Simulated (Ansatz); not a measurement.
Reaction (isomerisation): `[SiH3][SiH]1NC[SiH2]1` → `N[SiH]1C[SiH2][SiH2]1`

Gas-phase electronic energies from Ansatz, PBE0-D4/def2-TZVP geometries. CBS: MP2 limit from def2 TZ/QZ plus the TZ coupled-cluster correction, frozen cores. Functionals use def2-TZVPP. B3LYP here is the variant with VWN-RPA as its local correlation; programs differ in this. One conformer a species, not always the lowest.

```tsv
level	ΔE (kJ/mol)	difference from CCSD(T)/CBS
r2SCAN-D4	-119.5	-4.0
PBE0-D4	-113.7	1.8
ωB97X-V	-107.6	7.9
r2SCAN	-119.3	-3.8
PBE0	-112.5	3.0
B3LYP	-103.2	12.3
CCSD/def2-TZVPP	-111.1	4.4
CCSD(T)/def2-TZVPP	-113.1	2.4
SCS-MP2/def2-QZVPP	-112.0	3.5
MP2/CBS(def2)	-122.0	-6.5
CCSD(T)/CBS	-115.5	0
```

Largest T1 diagnostic among the species: 0.013.

In def2-TZVPP, CCSD(T) changes the Hartree–Fock value by −13.6 kJ/mol (the triples alone add −2.0 kJ/mol) and MP2 by −20.1 kJ/mol. From PBE to PBE0 (25 % exact exchange), in def2-TZVPP and without D4, ΔE moves by −3.2 kJ/mol.
